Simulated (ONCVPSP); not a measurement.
**u(r) = r·R(r): atom against pseudo-atom (iron (Fe))**

Columns: radius, all-electron u(r) and pseudo u(r) of the 3s shell (level -94.02 eV) of iron in the configuration [Ne] 3s2 3p6 3d6 4s2; PBE, scalar-relativistic, ONCV scheme, ONCVPSP 4.0.1.

```csv
r (bohr),all-electron,pseudo
0.080,-0.0422,0.2110
0.160,-0.6300,0.4140
0.240,-0.5157,0.6015
0.320,-0.0484,0.7666
0.400,0.4533,0.9032
0.480,0.8471,1.0071
0.560,1.0976,1.0756
0.640,1.2178,1.1079
0.720,1.2393,1.1060
0.800,1.1939,1.0733
0.880,1.1079,1.0152
0.960,1.0012,0.9381
1.040,0.8872,0.8489
1.120,0.7746,0.7540
1.200,0.6686,0.6589
1.280,0.5718,0.5681
1.360,0.4856,0.4844
1.440,0.4099,0.4097
1.520,0.3443,0.3442
1.600,0.2881,0.2880
1.680,0.2402,0.2401
1.760,0.1997,0.1997
1.840,0.1657,0.1656
1.920,0.1371,0.1371
2.000,0.1133,0.1133
2.080,0.0935,0.0935
```

Task: How many radial nodes do the two functions have?

Result: The all-electron 3s function has n − l − 1 = 2 (the table is too coarse to show those close to the nucleus); the pseudo-wave has 0, since the states of the same l below it are removed with the core.

Task: At about which radius was the pseudo-wave matched?

Result: 1.60 bohr. The columns agree to 0.0005 from 1.44 bohr on; several derivatives are matched, so the curves merge somewhat inside the radius.

Task: Is the pseudo-wave norm-conserving?

Result: Yes: the ONCV scheme keeps the norm inside the radius equal to the all-electron one, which fixes the energy derivative of the logarithmic derivative at the level.
